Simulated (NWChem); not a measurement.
System: CdF$_{2}$; SMILES [F][Cd][F]

Input file for NWChem:

```
start job
memory heap 200 mb stack 900 mb global 1100 mb
geometry units angstroms noautoz
  Cd     0.000000     0.000000    -0.460144
  F      1.918585     0.000000    -0.460090
  F     -1.918585     0.000000    -0.460090
end
basis spherical
  * library def2-svp
end
ecp
  Cd library def2-ecp
end
dft
  xc m06-2x
  grid xfine
  iterations 150
  mulliken
end
task dft gradient
```

Output (shortened):

```
             Northwest Computational Chemistry Package (NWChem) 7.3.0
             --------------------------------------------------------

 ORDER OF PRIMARY AXIS IS BEING SET TO 4
 D4H symmetry detected

                             Geometry "geometry" -> ""
                             -------------------------

 Output coordinates in angstroms (scale by  1.889725989 to convert to a.u.)

  No.       Tag          Charge          X              Y              Z
 ---- ---------------- ---------- -------------- -------------- --------------
    1 Cd                  48.0000     0.00000000     0.00000000     0.00000000
    2 F                    9.0000     0.00000000     0.00000000     1.91858500
    3 F                    9.0000     0.00000000     0.00000000    -1.91858500

 Effective nuclear repulsion energy (a.u.)     249.4759532261

      Symmetry information
      --------------------

 Group name             D4h
 Group number             28
 Group order              16
 No. of unique centers     2

                                 NWChem DFT Module
                                 -----------------

 Summary of "ao basis" -> "ao basis" (spherical)
 ------------------------------------------------------------------------------
       Tag                 Description            Shells   Functions and Types
 ---------------- ------------------------------  ------  ---------------------
 Cd                         def2-svp                11       31   5s3p2d1f
 F                          def2-svp                 6       14   3s2p1d

      Symmetry analysis of basis
      --------------------------

        a1g        13
        a1u         0
        a2g         0
        a2u        10
        b1g         3
        b1u         2
        b2g         3
        b2u         2
        eg         10
        eu         16

            General Information
            -------------------
          SCF calculation type: DFT
          Wavefunction type:  closed shell.
          No. of atoms     :     3
          No. of electrons :    38
           Alpha electrons :    19
            Beta electrons :    19
          Charge           :     0
          Spin multiplicity:     1
          Use of symmetry is: on ; symmetry adaption is: on
          Maximum number of iterations: 150
          AO basis - number of functions:    59
                     number of shells:    23
          Convergence on energy requested:  1.00D-06
          Convergence on density requested:  1.00D-05
          Convergence on gradient requested:  5.00D-04

              XC Information
              --------------
                       M06-2X Method XC Functional
                     Hartree-Fock (Exact) Exchange  0.540
                        M06-2X Exchange Functional  1.000
                      M06-2X Correlation Potential  1.000

             Grid Information
             ----------------
          Grid used for XC integration:  xfine
          Radial quadrature: Mura-Knowles
          Angular quadrature: Lebedev.
          Tag              B.-S. Rad. Rad. Pts. Rad. Cut. Ang. Pts.
          ---              ---------- --------- --------- ---------
          Cd                  1.55      205           8.0      1454
          F                   0.50      100           9.0      1454
          Grid pruning is: on
          Number of quadrature shells:   305
          Spatial weights used:  Erf1

      Superposition of Atomic Density Guess
      -------------------------------------

 Sum of atomic energies:        -390.55870876

      Non-variational initial energy
      ------------------------------

 Total energy =    -365.261163
 1-e energy   =    -795.984984
 2-e energy   =     320.259344
 HOMO         =      -0.547042
 LUMO         =      -0.128110

      Symmetry analysis of molecular orbitals - initial
      -------------------------------------------------

 !! scf_movecs_sym_adapt:   10 vectors were symmetry contaminated

  Symmetry fudging

 !! scf_movecs_sym_adapt:    8 vectors were symmetry contaminated

  Numbering of irreducible representations:

     1 a1g         2 a1u         3 a2g         4 a2u         5 b1g
     6 b1u         7 b2g         8 b2u         9 eg         10 eu

  Orbital symmetries:

     1 a1g         2 a2u         3 a1g         4 a2u         5 eu
     6 eu          7 a1g         8 a2u         9 a1g        10 eg
    11 eg         12 b2g        13 b1g        14 a2u        15 eu
    16 eu         17 eg         18 eg         19 a1g        20 a1g
    21 eu         22 eu         23 a2u        24 a1g        25 eu
    26 eu         27 a2u        28 b2g        29 b1g

     ---------------------------------------------
      Total Density - Mulliken Population Analysis
     ---------------------------------------------

    Atom       Charge   Shell Charges
 -----------   ------   -------------------------------------------------------
    1 Cd  20    18.45  -0.36  1.60  0.76  0.29  0.08  5.95  0.13  0.04  9.14  0.82  0.00
    2 F    9     9.77   1.99  1.15  0.81  3.57  2.24  0.00
    3 F    9     9.77   1.99  1.15  0.81  3.57  2.24  0.00

   convergence    iter        energy       DeltaE   RMS-Dens  Diis-err
 ---------------- ----- ----------------- --------- --------- ---------
 d= 0,ls=0.0,diis     1   -367.0128203648 -4.77D+02  2.61D-02  9.78D-01
 d= 0,ls=0.0,diis     2   -366.9418054160  7.10D-02  1.23D-02  2.15D+00
 d= 0,ls=0.0,diis     3   -367.1263513704 -1.85D-01  9.60D-04  1.69D-03
 d= 0,ls=0.0,diis     4   -367.1266221530 -2.71D-04  2.83D-04  1.53D-04
 d= 0,ls=0.0,diis     5   -367.1263608906  2.61D-04  1.38D-04  4.25D-05
  Resetting Diis
 d= 0,ls=0.0,diis     6   -367.1263736609 -1.28D-05  1.00D-04  9.11D-06
 d= 0,ls=0.0,diis     7   -367.1263776352 -3.97D-06  3.19D-05  1.54D-06
 d= 0,ls=0.0,diis     8   -367.1263777752 -1.40D-07  1.04D-05  9.84D-07
 d= 0,ls=0.0,diis     9   -367.1263778678 -9.26D-08  3.66D-06  5.41D-08

         Total DFT energy =     -367.126377867837
      One electron energy =     -797.074820088405
           Coulomb energy =      355.838625912294
    Exchange-Corr. energy =      -36.354660493317
 Nuclear repulsion energy =      110.464476801590

 Numeric. integr. density =       37.999999992327

                  Occupations of the irreducible representations
                  ----------------------------------------------

                     irrep           alpha         beta
                     --------     --------     --------
                     a1g               5.0          5.0
                     a1u               0.0          0.0
                     a2g               0.0          0.0
                     a2u               4.0          4.0
                     b1g               1.0          1.0
                     b1u               0.0          0.0
                     b2g               1.0          1.0
                     b2u               0.0          0.0
                     eg                4.0          4.0
                     eu                4.0          4.0

                       DFT Final Molecular Orbital Analysis
                       ------------------------------------

 Vector   17  Occ=2.000000D+00  E=-4.443034D-01  Symmetry=eu
              MO Center=  8.8D-18, -1.2D-17,  2.6D-15, r^2= 4.1D+00
   Bfn.  Coefficient  Atom+Function         Bfn.  Coefficient  Atom+Function
  ----- ------------  ---------------      ----- ------------  ---------------
    36      0.360634  2 F  py                50      0.360634  3 F  py
    35     -0.273670  2 F  px                49     -0.273670  3 F  px
    39     -0.264382  2 F  py                53     -0.264382  3 F  py
    38      0.200629  2 F  px                52      0.200629  3 F  px
    13     -0.075671  1 Cd py                10     -0.065678  1 Cd py

 Vector   18  Occ=2.000000D+00  E=-4.236872D-01  Symmetry=eg
              MO Center=  5.3D-17, -8.2D-17,  5.6D-16, r^2= 3.9D+00
   Bfn.  Coefficient  Atom+Function         Bfn.  Coefficient  Atom+Function
  ----- ------------  ---------------      ----- ------------  ---------------
    36      0.360820  2 F  py                50     -0.360820  3 F  py
    35     -0.282125  2 F  px                49      0.282125  3 F  px
    39     -0.263202  2 F  py                53      0.263202  3 F  py
    16      0.206708  1 Cd d -1              38      0.205798  2 F  px
    52     -0.205798  3 F  px                18      0.161625  1 Cd d  1

 Vector   19  Occ=2.000000D+00  E=-4.236872D-01  Symmetry=eg
              MO Center= -1.6D-16, -1.2D-16, -1.7D-14, r^2= 3.9D+00
   Bfn.  Coefficient  Atom+Function         Bfn.  Coefficient  Atom+Function
  ----- ------------  ---------------      ----- ------------  ---------------
    35      0.360820  2 F  px                49     -0.360820  3 F  px
    36      0.282125  2 F  py                50     -0.282125  3 F  py
    38     -0.263202  2 F  px                52      0.263202  3 F  px
    18     -0.206708  1 Cd d  1              39     -0.205798  2 F  py
    53      0.205798  3 F  py                16      0.161625  1 Cd d -1

 Vector   20  Occ=0.000000D+00  E=-4.888390D-02  Symmetry=a1g
              MO Center=  1.2D-14,  1.1D-14, -1.2D-16, r^2= 4.4D+00
   Bfn.  Coefficient  Atom+Function         Bfn.  Coefficient  Atom+Function
  ----- ------------  ---------------      ----- ------------  ---------------
     5      0.915061  1 Cd s                 17      0.318296  1 Cd d  0
     2     -0.266472  1 Cd s                 37     -0.215622  2 F  pz
    51      0.215622  3 F  pz                34     -0.194696  2 F  s
    48     -0.194696  3 F  s                  4      0.165283  1 Cd s
    40      0.162581  2 F  pz                54     -0.162581  3 F  pz

 Vector   21  Occ=0.000000D+00  E= 1.179930D-03  Symmetry=eu
              MO Center=  4.6D-15,  5.0D-15, -1.8D-16, r^2= 6.0D+00
   Bfn.  Coefficient  Atom+Function         Bfn.  Coefficient  Atom+Function
  ----- ------------  ---------------      ----- ------------  ---------------
    12      0.654732  1 Cd px                13      0.617195  1 Cd py
     9      0.158169  1 Cd px                 6     -0.152832  1 Cd px
    10      0.149101  1 Cd py                 7     -0.144070  1 Cd py
    38     -0.100843  2 F  px                52     -0.100843  3 F  px
    39     -0.095061  2 F  py                53     -0.095061  3 F  py

 Vector   22  Occ=0.000000D+00  E= 1.179930D-03  Symmetry=eu
              MO Center=  1.6D-15,  1.3D-15, -2.6D-15, r^2= 6.0D+00
   Bfn.  Coefficient  Atom+Function         Bfn.  Coefficient  Atom+Function
  ----- ------------  ---------------      ----- ------------  ---------------
    13     -0.654732  1 Cd py                12      0.617195  1 Cd px
    10     -0.158169  1 Cd py                 7      0.152832  1 Cd py
     9      0.149101  1 Cd px                 6     -0.144070  1 Cd px
    39      0.100843  2 F  py                53      0.100843  3 F  py
    38     -0.095061  2 F  px                52     -0.095061  3 F  px

     ---------------------------------------------
      Total Density - Mulliken Population Analysis
     ---------------------------------------------

    Atom       Charge   Shell Charges
 -----------   ------   -------------------------------------------------------
    1 Cd  20    18.98  -0.37  1.64  0.73  0.59  0.01  5.97  0.28  0.13  9.11  0.90  0.00
    2 F    9     9.51   1.99  1.10  0.86  3.31  2.25  0.00
    3 F    9     9.51   1.99  1.10  0.86  3.31  2.25  0.00

     -------------------------------------------
      Total Density - Lowdin Population Analysis
     -------------------------------------------

    Atom       Charge   Shell Charges
 -----------   ------   -------------------------------------------------------
    1 Cd  20    19.27   0.01  0.98  0.94  0.49  0.18  5.63  0.66  0.23  8.74  1.40  0.00
    2 F    9     9.37   1.98  1.02  0.82  3.21  2.33  0.00
    3 F    9     9.37   1.98  1.02  0.82  3.21  2.33  0.00

     Multipole analysis of the density
     ---------------------------------

     L   x y z        total         alpha         beta         nuclear
     -   - - -        -----         -----         ----         -------
     0   0 0 0     -0.000000    -19.000000    -19.000000     38.000000

     1   1 0 0     -0.000000     -0.000000     -0.000000      0.000000
     1   0 1 0     -0.000000     -0.000000     -0.000000      0.000000
     1   0 0 1      0.000000      0.000000      0.000000      0.000000

     2   2 0 0    -19.564586     -9.782293     -9.782293      0.000000
     2   1 1 0      0.000000      0.000000      0.000000      0.000000
     2   1 0 1      0.000000      0.000000      0.000000      0.000000
     2   0 2 0    -19.564586     -9.782293     -9.782293      0.000000
     2   0 1 1      0.000000      0.000000      0.000000      0.000000
     2   0 0 2    -33.296482   -134.953015   -134.953015    236.609548

            General Information
            -------------------
          SCF calculation type: DFT
          Wavefunction type:  closed shell.
          No. of atoms     :     3
          No. of electrons :    38
           Alpha electrons :    19
            Beta electrons :    19
          Charge           :     0
          Spin multiplicity:     1
          Use of symmetry is: on ; symmetry adaption is: on
          Maximum number of iterations: 150
          AO basis - number of functions:    59
                     number of shells:    23
          Convergence on energy requested:  1.00D-06
          Convergence on density requested:  1.00D-05
          Convergence on gradient requested:  5.00D-04

              XC Information
              --------------
                       M06-2X Method XC Functional
                     Hartree-Fock (Exact) Exchange  0.540
                        M06-2X Exchange Functional  1.000
                      M06-2X Correlation Potential  1.000

             Grid Information
             ----------------
          Grid used for XC integration:  xfine
          Radial quadrature: Mura-Knowles
          Angular quadrature: Lebedev.
          Tag              B.-S. Rad. Rad. Pts. Rad. Cut. Ang. Pts.
          ---              ---------- --------- --------- ---------
          Cd                  1.55      205           8.0      1454
          F                   0.50      100           9.0      1454
          Grid pruning is: on
          Number of quadrature shells:   305
          Spatial weights used:  Erf1

          Convergence Information
          -----------------------
          Convergence aids based upon iterative change in
          total energy or number of iterations.
          Levelshifting, if invoked, occurs when the
          HOMO/LUMO gap drops below (HL_TOL):  1.00D-02
          DIIS, if invoked, will attempt to extrapolate
          using up to (NFOCK): 10 stored Fock matrices.

                    Damping( 0%)  Levelshifting(0.5)       DIIS
                  --------------- ------------------- ---------------
          dE  on:    start            ASAP                start
          dE off:    2 iters        150 iters           150 iters

                            NWChem DFT Gradient Module
                            --------------------------

  charge          =   0.00
  wavefunction    = closed shell

  Using symmetry

                         DFT ENERGY GRADIENTS

    atom               coordinates                        gradient
                 x          y          z           x          y          z
   1 Cd      0.000000   0.000000   0.000000    0.000000   0.000000  -0.000000
   2 F       0.000000   0.000000   3.625600    0.000000   0.000000  -0.004042
   3 F       0.000000   0.000000  -3.625600    0.000000   0.000000   0.004042
```

Level: M06-2X/def2-SVP with def2 effective core potentials on Cd. Coordinates come from a PBE0/def2-SVP optimisation. def2 effective core potentials on Cd; no spin-orbit coupling.
